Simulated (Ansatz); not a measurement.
Relaxed structures of CH$_{5}$NSn, singlet (PBE0-D4/def2-TZVP; forces vanish, vibrations not checked; lower isomers may exist, and structures with a doubtful reference or unclear bonds are left out; Å). Ansatz 0.2.0; basis: def2-TZVPP; cores frozen in the correlated methods. Filled d shells of the heavier atoms are correlated. Core potentials replace the inner electrons of the atoms past krypton. The def2 sets are not built for correlating such inner shells, so the correlated values are less sure here.

Problem. Rank them by CCSD(T) energy, lowest first, and give each one's height above the lowest. Links in brackets join atoms within 1.22 times the sum of their covalent radii (1.1 for two metals). (To be estimated.)
A.
CH₅NSn ([NH2][C][SnH3])
```
8
angstrom
N -1.2634 0.9135 -0.8043
C -0.4398 -0.0855 -0.9022
Sn 0.7581 -0.3067 0.8964
H -1.8838 1.1258 -1.5819
H -1.3807 1.5502 -0.0111
H 0.3244 0.9146 2.0459
H 2.4146 -0.1507 0.5175
H 0.4919 -1.8430 1.5899
```
B.
CH₅NSn ([NH][CH][SnH3])
```
8
angstrom
N -1.3020 0.9817 -0.8281
C -0.4791 0.0212 -0.8221
Sn 0.7518 -0.2732 0.9252
H -1.8290 1.0233 -1.7049
H -0.3679 -0.6683 -1.6731
H 0.3651 0.9224 2.0698
H 2.3975 -0.1725 0.4754
H 0.4635 -1.8345 1.5579
```
C.
CH₅NSn ([NH2][CH][SnH2])
```
8
angstrom
N -0.9271 0.9458 -1.0531
C -0.7039 -0.2170 -0.4959
Sn 0.4880 -0.5776 1.2874
H -1.6713 1.1183 -1.7143
H -1.3898 -0.9854 -0.8605
H -0.3443 1.7354 -0.8130
H 1.5980 0.7317 0.8740
H 1.3288 -1.9217 0.5448
```

Solution. By the calculation: B (0.000 eV), C (0.301 eV), A (1.477 eV). Heights count from the lowest.

The T1 diagnostic stays at or below 0.023.

For scale, one of the runs: CCSD(T)/def2-TZVPP, 182 basis functions, launched by `ansatz run in.yaml --threads 2 --pin off --events-out ev --progress --plain --max-ram 4352MiB`. Hardware: 2 CPU threads of an Intel Xeon Platinum 8259CL, shared host. Wall time 93 s; peak host memory 2.1 GiB.
